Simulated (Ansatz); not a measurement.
`CBC(C)=O` → `BCC1CO1`  (isomerisation)

Gas-phase electronic energies from Ansatz, PBE0-D4/def2-TZVP geometries. CCSD(T)/CBS adds triple-zeta CCSD(T) − MP2 to the extrapolated MP2 energy (def2 sets, frozen cores). DFT in def2-TZVPP. B3LYP here is the variant with VWN-RPA as its local correlation; programs differ in this. Each species was taken in one conformer, which may not be the lowest.

**Question.** Is it downhill or uphill in electronic energy at CCSD(T)/CBS, and by how much? (An estimate is asked.)

**Answer.** Computed: Uphill: ΔE = +140.1 kJ/mol.

**Question.** What do these levels give: PBE-D4, ωB97X-V, PBE0, B3LYP, SCS-MP2/def2-TZVPP, MP2/def2-QZVPP? (Best estimate.)

**Answer.** Ansatz gave: PBE-D4 148.8, ωB97X-V 132.3, PBE0 136.9, B3LYP 154.6, SCS-MP2/def2-TZVPP 135.3, MP2/def2-QZVPP 134.4 kJ/mol.

Largest T1 diagnostic among the species: 0.017.

In def2-TZVPP, CCSD(T) changes the Hartree–Fock value by −5.4 kJ/mol (the triples alone add +2.6 kJ/mol) and MP2 by −10.9 kJ/mol. From PBE to PBE0 (25 % exact exchange), in def2-TZVPP and without D4, ΔE moves by −12.1 kJ/mol.
